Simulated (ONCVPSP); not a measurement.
**u(r) = r·R(r): atom against pseudo-atom (Be (Z = 4))**

Columns: radius, all-electron u(r) and pseudo u(r) of the 2s shell (level -5.54 eV) of beryllium in the configuration [He] 2s2; PBEsol, scalar-relativistic, ONCV scheme, ONCVPSP 4.0.1.

| r (bohr) | all-electron | pseudo |
| --- | --- | --- |
| 0.113 | -0.2078 | 0.0428 |
| 0.225 | -0.2507 | 0.0849 |
| 0.338 | -0.2098 | 0.1270 |
| 0.450 | -0.1286 | 0.1686 |
| 0.563 | -0.0300 | 0.2108 |
| 0.675 | 0.0709 | 0.2532 |
| 0.788 | 0.1683 | 0.2966 |
| 0.900 | 0.2567 | 0.3394 |
| 1.013 | 0.3360 | 0.3816 |
| 1.125 | 0.4046 | 0.4214 |
| 1.238 | 0.4639 | 0.4590 |
| 1.350 | 0.5128 | 0.4935 |
| 1.463 | 0.5526 | 0.5259 |
| 1.575 | 0.5832 | 0.5557 |
| 1.688 | 0.6061 | 0.5829 |
| 1.800 | 0.6217 | 0.6058 |
| 1.913 | 0.6310 | 0.6229 |
| 2.025 | 0.6347 | 0.6322 |
| 2.138 | 0.6336 | 0.6334 |
| 2.250 | 0.6285 | 0.6285 |
| 2.363 | 0.6197 | 0.6197 |
| 2.475 | 0.6082 | 0.6082 |
| 2.588 | 0.5941 | 0.5941 |
| 2.700 | 0.5782 | 0.5782 |
| 2.813 | 0.5606 | 0.5606 |
| 2.925 | 0.5420 | 0.5420 |

How many radial nodes do the two functions have?

The all-electron 2s function has n − l − 1 = 1; the pseudo-wave has 0, since the states of the same l below it are removed with the core.

At about which radius was the pseudo-wave matched?

2.20 bohr, where the columns begin to agree (steps of 0.11 bohr).

Is the pseudo-wave norm-conserving?

Yes: the ONCV scheme keeps the norm inside the radius equal to the all-electron one, which fixes the energy derivative of the logarithmic derivative at the level.
